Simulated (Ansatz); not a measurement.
C$_{2}$H$_{6}$Bi (SMILES [CH3][Bi][CH3]), doublet, at a GFN2-xTB geometry (such geometries of metal compounds can be far from the true shape) (the spin is typed, not shown lowest) (core potentials on Bi). Base run: B3LYP/def2-SVP (Ansatz, a first-principles code).

Input for Ansatz:
Ansatz 0.2 input:
```yaml
crystal:
  periodic: [false, false, false]
  atoms:
    - {symbol: Bi, position_ang: [0.18951034, -0.01120082, 0.22849228]}
    - {symbol: C, position_ang: [0.43930174, 0.24144710, -2.02292596]}
    - {symbol: H, position_ang: [1.09379276, -0.52558650, -2.41820207]}
    - {symbol: H, position_ang: [0.86211018, 1.21236792, -2.24977673]}
    - {symbol: H, position_ang: [-0.52983395, 0.15832871, -2.49392906]}
    - {symbol: C, position_ang: [-2.07710886, -0.14445632, 0.04802055]}
    - {symbol: H, position_ang: [-2.34362728, -0.98072930, -0.58528282]}
    - {symbol: H, position_ang: [-2.46230744, 0.76550277, -0.39350579]}
    - {symbol: H, position_ang: [-2.52264953, -0.28215982, 1.02526925]}
basis:
  gaussian:
    orbitals: def2-SVP
hamiltonian:
  xc: b3lyp
magnetization: {spin_polarized: true, initial_magnetization: 1}
```

The base run was repeated with changes; each row names its change, and settings that it needs were set with it.

| change | ΔE vs base (mEh) |
|---|---|
| base | 0.000 |
| final_grid = 4, 8, 17 | 0.430 |
| point_charge = charge:1.0 position_ang:-3.4324, 5.0149, -0.2843 | -1.393 |
| final_grid = 6, 12, 29 | 0.001 |
| lower_state_search = light | 0.000 |
| lower_state_search = full | 0.000 |
| forces = on | 0.000 |
| lower_state_search = off | 0.000 |
| fitting.mean_field = def2-universal-JKFIT | -0.033 |
| point_charge = charge:0.5 position_ang:-1.1929, 5.6186, -0.0743 | -0.375 |
| nuclear_model = gaussian | 0.006 |
